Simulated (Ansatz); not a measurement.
Gas-phase electronic energies from Ansatz, PBE0-D4/def2-TZVP geometries. CBS: MP2 limit from def2 TZ/QZ plus the TZ coupled-cluster correction, frozen cores. This one scheme is used for every species. Functionals use def2-TZVPP. B3LYP here is the variant with VWN-RPA as its local correlation; programs differ in this. Open shells (•) are unrestricted, without spin–orbit coupling. For Ge outer-core shells are correlated without core-valence functions, which leaves a few kJ/mol of doubt a bond. Scalar relativity is left out up to krypton. Each species was taken in one conformer, which may not be the lowest.

Reaction (homolysis of the Ge–Si bond): `[OH][Ge]([OH])([OH])[SiH3]` → `[OH][Ge]([OH])[OH]`• + `[SiH3]`•

```
             level  ΔE (kJ/mol)  difference from CCSD(T)/CBS
            PBE-D4        294.1                        -34.8
         r2SCAN-D4        289.7                        -39.2
           PBE0-D4        305.1                        -23.8
          B3LYP-D4        297.0                        -31.9
           ωB97X-V        323.4                         -5.5
           ωB97M-V        315.0                        -13.9
            B2PLYP        299.3                        -29.6
               PBE        285.7                        -43.2
            r2SCAN        287.4                        -41.5
              PBE0        297.6                        -31.3
             B3LYP        283.7                        -45.2
     HF/def2-TZVPP        237.4                        -91.5
    MP2/def2-TZVPP        318.9                        -10.0
SCS-MP2/def2-TZVPP        320.5                         -8.4
   CCSD/def2-TZVPP        311.4                        -17.5
CCSD(T)/def2-TZVPP        315.9                        -13.0
     HF/def2-QZVPP        236.0                        -92.9
    MP2/def2-QZVPP        325.8                         -3.1
SCS-MP2/def2-QZVPP        327.9                         -1.0
      HF/CBS(def2)        235.7                        -93.2
     MP2/CBS(def2)        331.9                          3.0
    CCSD/CBS(def2)        324.4                         -4.5
       CCSD(T)/CBS        328.9                            0
```

Largest T1 diagnostic among the species: 0.015.

In def2-TZVPP, CCSD(T) changes the Hartree–Fock value by +78.5 kJ/mol (the triples alone add +4.5 kJ/mol) and MP2 by +81.4 kJ/mol; breaking electron pairs costs correlation energy, which Hartree–Fock lacks. From PBE to PBE0 (25 % exact exchange), in def2-TZVPP and without D4, ΔE moves by +11.9 kJ/mol. The D4 term adds +13.3 kJ/mol with B3LYP and +7.5 kJ/mol with PBE0; it sums over pairs of atoms, weighted by their polarisabilities, and B3LYP, whose exchange is more repulsive, gets the larger term.
